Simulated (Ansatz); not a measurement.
Ansatz (a quantum-chemistry and plane-wave program) input (B3LYP-D3(BJ)/def2-TZVP):

Ansatz 0.2 input:
```yaml
crystal:
  periodic: [false, false, false]
  atoms:
    - {symbol: Si, position_ang: [0.38271496, -0.36755224, 0.30548114]}
    - {symbol: F, position_ang: [0.04895075, -1.09236913, 1.74662657]}
    - {symbol: N, position_ang: [1.89306394, -0.75860676, -0.21153340]}
    - {symbol: N, position_ang: [0.01273519, 1.32054164, 0.77175162]}
    - {symbol: N, position_ang: [-1.04879108, -0.93306865, -0.60833738]}
    - {symbol: H, position_ang: [2.17858573, -0.36883404, -1.10448326]}
    - {symbol: H, position_ang: [-0.96777851, 1.54518794, 0.88129223]}
    - {symbol: H, position_ang: [0.42302399, 2.00587619, 0.15519327]}
    - {symbol: H, position_ang: [-0.94139021, -0.85460436, -1.60875099]}
    - {symbol: H, position_ang: [-1.93060247, -0.50649534, -0.35445650]}
basis:
  gaussian:
    orbitals: def2-TZVP
hamiltonian:
  xc: b3lyp
  dispersion: d3bj
total_charge: -1
relax: {f_tol: 0.002, max_steps: 150}
```

End of the output:

```
the calculation of the forces begins
reference -15154.61243691 eV, -556.9217348913 hartree; 25, 25 occupied and 166, 166 virtual orbitals, 1102 factors
relax step  68: F+E_penalty+E_count = -15154.96210779 eV  Δ(F+E_penalty+E_count) = -1.745e-6 eV  max|allowed force component| = 3.125e-3 eV/Å  Δτ_max = 0.0046 Å  (33 SCF iters, accepted)
these checks for a lower state are left out or cut short: starts, cluster_reference, orbital_swaps, neighbouring_geometries, increment
integrals: 0.10 GiB planned
1102 factors; their error is unknown
mean field: 0.93 GiB planned
mean field -15154.61218334 eV, -556.9217255728 hartree, gradient 2.0e-5 eV, S^2 0.000000; 0 other end points of the search recorded, 0 dependent functions left out
the calculation of the forces begins
reference -15154.61245134 eV, -556.9217354216 hartree; 25, 25 occupied and 166, 166 virtual orbitals, 1102 factors
relax step  69: F+E_penalty+E_count = -15154.96210945 eV  Δ(F+E_penalty+E_count) = -1.662e-6 eV  max|allowed force component| = 1.101e-3 eV/Å  Δτ_max = 0.0005 Å  (23 SCF iters, accepted)
integrals: 0.10 GiB planned
1102 factors; their error is unknown
mean field: 0.93 GiB planned
mean field evaluation 512: about -15154.6122 eV, gradient 7.8e-4 eV
mean field -15154.61218334 eV, -556.9217255728 hartree, gradient 1.9e-5 eV, S^2 0.000000; 1 other end points of the search recorded, 0 dependent functions left out
the calculation of the forces begins
reference -15154.61245134 eV, -556.9217354216 hartree; 25, 25 occupied and 166, 166 virtual orbitals, 1102 factors
Total energy: -15154.96237745 eV, -556.9345949689 hartree
Atom 0 at     0.367615    -0.241443     0.154984 Å, force     0.000112     0.000462    -0.001101 eV/Å
Atom 1 at     0.595245    -1.003074     1.597621 Å, force     0.000181    -0.000450     0.000777 eV/Å
Atom 2 at     1.715643    -0.440472    -0.752947 Å, force    -0.001099     0.000502     0.000326 eV/Å
Atom 3 at    -0.115589     1.415269     0.533289 Å, force     0.000553    -0.000851    -0.000024 eV/Å
Atom 4 at    -1.238428    -0.900515    -0.260133 Å, force     0.000445     0.000227     0.000183 eV/Å
Atom 5 at     1.669059    -0.100507    -1.707774 Å, force     0.000343    -0.000219     0.000102 eV/Å
Atom 6 at     0.668902     2.033367     0.686542 Å, force    -0.000059     0.000323    -0.000174 eV/Å
Atom 7 at    -0.787802     1.527421     1.282668 Å, force    -0.000202     0.000073     0.000126 eV/Å
Atom 8 at    -1.188502    -1.883387    -0.504066 Å, force    -0.000066    -0.000168    -0.000044 eV/Å
Atom 9 at    -1.635629    -0.416584    -1.057400 Å, force    -0.000207     0.000102    -0.000171 eV/Å
Dipole moment:    -0.710789     0.288478     0.079428 e Å
```

It need not be the lowest isomer of its formula. Whether it binds its extra electron was not tested at this geometry.
